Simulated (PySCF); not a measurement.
C2H6OSi2, SMILES C1[SiH2][Si@H](O)C=1.

Coordinates come from a B3LYP-D3(BJ)/def2-SVP optimisation. The structure was generated by enumeration; whether it is a known compound was not checked. The values are those of a single conformer.

All values below come from TDA-B3LYP/def2-SVPD (PySCF 2.14.0).

Vertical excitations. Isolated molecule, no solvent.

```
state  energy (eV)  λ (nm)      f                                                                   main pairs
-----  -----------  ------  -----  ---------------------------------------------------------------------------
S1            5.00     248  0.001                                                               HOMO→LUMO 99 %
S2            5.65     220  0.001                                                             HOMO−2→LUMO 87 %
S3            6.10     203  0.026                                                             HOMO→LUMO+1 91 %
S4            6.27     198  0.010                                           HOMO→LUMO+2 55 %, HOMO−1→LUMO 30 %
S5            6.54     190  0.041     HOMO−1→LUMO+1 29 %, HOMO−1→LUMO 26 %, HOMO→LUMO+3 19 %, HOMO→LUMO+2 18 %
S6            6.74     184  0.021                                                           HOMO−2→LUMO+1 85 %
S7            6.80     182  0.022   HOMO−1→LUMO+2 36 %, HOMO−1→LUMO+1 29 %, HOMO→LUMO+4 11 %, HOMO→LUMO+3 10 %
S8            6.91     179  0.028                                           HOMO→LUMO+4 64 %, HOMO→LUMO+3 27 %
S9            6.97     178  0.067  HOMO−1→LUMO+2 41 %, HOMO→LUMO+3 20 %, HOMO−2→LUMO+2 13 %, HOMO−1→LUMO+1 8 %
S10           7.00     177  0.009                                                             HOMO−3→LUMO 80 %
T1            4.23     293      0                                                             HOMO−1→LUMO 82 %
T2            4.79     259      0                                                               HOMO→LUMO 92 %
T3            5.08     244      0                                                             HOMO−2→LUMO 86 %
T4            5.44     228      0                                                             HOMO→LUMO+1 89 %
```
Triplets are in the Tamm–Dancoff approximation.
